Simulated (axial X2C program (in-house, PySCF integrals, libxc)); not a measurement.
**SbP: from Re and ωe to a spectrum**

A bond curve at the PW91 level, with spin–orbit coupling, was computed with an axial X2C code built on PySCF integrals (basis Sb dyall-cv3z [11s12p8d4f1g], P dyall-v3z [8s7p2d1f] (cores contracted in-house)) for the state Ω = 0 (closed shell). Its fit gives Re = 2.2180 Å, ωe = 503.4 cm⁻¹, ωexe = 1.24 cm⁻¹ and αe = 4.779e-04 cm⁻¹; the masses are 120.9038 and 30.9738 u. Two-component means X2C with spin–orbit coupling and atomic mean-field Coulomb and Gaunt terms.

(1) Find the reduced mass, Be and the force constant.

(2) Estimate De from a Morse curve and compare with the computed well depth of 3.886 eV to Sb + P.

(3) The dipole moment p changes by 0.57 D/Å at Re. What harmonic infrared intensity follows?

(4) Give B0, the J = 1←0 line in GHz and the most populated J at 300 K (kT = 208.5 cm⁻¹).

(5) Where do the fundamental and the first overtone lie?

One determinant describes the state; a PBE0 search over occupations chose it and may have missed a lower one. Dissociation energies refer to the lowest single-determinant-based atoms at the same level and basis.

## Answers

(1) From the PW91 values: μ = 24.6570 u. Be = 16.8576/(μ Re²) = 0.139 cm⁻¹. k = 5.8918×10⁻⁷ μ ωe² = 3.68 mdyn/Å.

(2) De(Morse) = ωe²/(4ωexe) = 6.334 eV against 3.886 eV computed, a ratio of 1.63. The extrapolation overshoots: the well softens faster than a Morse curve, or the lowest atomic limit lies below the one to which the curve heads.

(3) I = 42.256 × (dp/dR)²/μ = 0.56 km/mol.

(4) B0 = Be − αe/2 = 0.1387 cm⁻¹; 2B0 = 8.318 GHz; J(max) ≈ √(kT/2B0) − 1/2 = 26.9, so J = 27.

(5) ν(1←0) = ωe − 2ωexe = 500.9 cm⁻¹; ν(2←0) = 2ωe − 6ωexe = 999.4 cm⁻¹.
